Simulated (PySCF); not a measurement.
# Ionisation energy of Br by level of theory

Br [Ar] 3d10 4s2 4p5 (2P) → Br⁺ [Ar] 3d10 4s2 4p4 (3P), as a difference of total energies. All numbers are calculated (PySCF 2.14, no relativity, point nucleus, in def2-SVP (5s4p3d, 32 functions)). Correlated levels: valence: [Ar] 3d10 frozen. The calculations carry no spin-orbit coupling.

```json
{"method": "UHF", "ionisation energy (eV)": "10.804"}
{"method": "M06-L", "ionisation energy (eV)": "11.821"}
{"method": "LDA", "ionisation energy (eV)": "12.053"}
{"method": "MP2 (valence)", "ionisation energy (eV)": "11.353"}
{"method": "SCS-MP2 (valence)", "ionisation energy (eV)": "11.334"}
{"method": "CCSD (valence)", "ionisation energy (eV)": "11.309"}
{"method": "CCSD(T) (valence)", "ionisation energy (eV)": "11.314"}
```

How much does correlation contribute at CCSD(T) (valence)?

11.314 − (10.804) = 0.510 eV, measured against UHF.

These non-relativistic numbers lack the scalar-relativistic shift.

Errors of the correlated levels include the incompleteness of this basis and the frozen core.

For comparison: 11.844 eV (measured; NIST levels, between the centres of gravity of the two terms).
